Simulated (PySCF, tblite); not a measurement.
C2H4BF3P2.
Z-matrix (Å and degrees, GFN2-xTB geometry), rows numbered from 1:
```
F 
C   1  1.3204
F   2  1.3271  1  110.37
C   2  1.3373  1  127.22  3  -179.31
F   4  1.3606  2  115.76  1    -1.12
B   4  1.5469  2  126.58  1   175.74
P   6  1.8732  4  117.01  2  -171.40
P   6  1.8755  4  121.03  2     7.73
H   7  1.3805  6  101.19  4    44.31
H   7  1.3834  6   99.88  4   143.58
H   8  1.3797  6  101.78  4    53.08
H   8  1.3844  6   98.83  4   151.27
```

Jobs on this species (12 atoms, 78 electrons) with PySCF (density fitting) and tblite. Hardware of each: Intel Xeon at 2.50 GHz, one thread, on a shared host. The host was shared with other jobs, so the times are rough.

```csv
level and settings,work,basis functions,SCF cycles,wall time
CAM-B3LYP/def2-SVPD,"8 singlets by full TDDFT, 3 Tamm–Dancoff triplets, polarisability, density and orbital grids written",209,?,?
GFN2-xTB,L-BFGS relaxation,–,–,?
GFN2-xTB,Hessian by finite differences,–,–,1.3 s
PBE0/pcSseg-1,"shieldings, charges and field gradients, density and orbital grids written",170,14,83 s
```

**Question.** Fill in the missing figures.

**Answer.** 
- CAM-B3LYP/def2-SVPD; 8 singlets by full TDDFT, 3 Tamm–Dancoff triplets, polarisability, density and orbital grids written: 2.2 min, 13 SCF cycles
- GFN2-xTB; L-BFGS relaxation: 2.0 s

**Question.** What do all jobs in the table cost together?

**Answer.** About 3.6 min; the longest takes about 60 % of that, and about 100 times as long as the shortest.
